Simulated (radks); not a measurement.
Values are calculated unless marked as measured or tabulated.
Ionisation of the zirconium ion Zr3+, [Kr] 4d1, to Zr4+, [Kr], under several functionals. Scalar-relativistic Kohn-Sham, spin-polarised, spherical densities, finite nucleus; open shells are filled with parallel spins first (spin-orbit coupling, left out, can overturn this in heavy ions); a radial shooting solver on a logarithmic mesh with Libxc functionals.

functional,E(Zr3+) (hartree),Exc (hartree),IE (eV),-e(HOMO) (eV),<r> HOMO (bohr),IE error (eV)
HCTH/407,-3599.25767,-115.67102,34.734,28.825,1.795,+0.316
MS2 meta-GGA,-3596.95918,-113.16340,33.900,28.245,1.831,-0.518
OLYP,-3598.41797,-114.76809,34.548,28.635,1.824,+0.130
"LDA (Slater exchange, VWN5 correlation)",-3592.98420,-109.19054,34.580,28.743,1.830,+0.162
"LDA (Slater exchange, Perdew-Zunger correlation)",-3592.96625,-109.17227,34.560,28.714,1.831,+0.142
exchange-only PBE,-3595.04061,-111.26481,33.424,27.658,1.867,-0.994
"LDA (Slater exchange, Perdew-Wang correlation)",-3592.96829,-109.17438,34.573,28.735,1.830,+0.154
PBEsol,-3594.88172,-111.11338,34.397,28.577,1.827,-0.022

NIST Atomic Spectra Database: 34.418 eV (measured). Closest: PBEsol. The Delta-SCF values span 1.31 eV, the total energies 6.29 hartree. The highest occupied level is 4d. Open shells are spherical and high-spin; term and fine-structure splittings are not resolved.
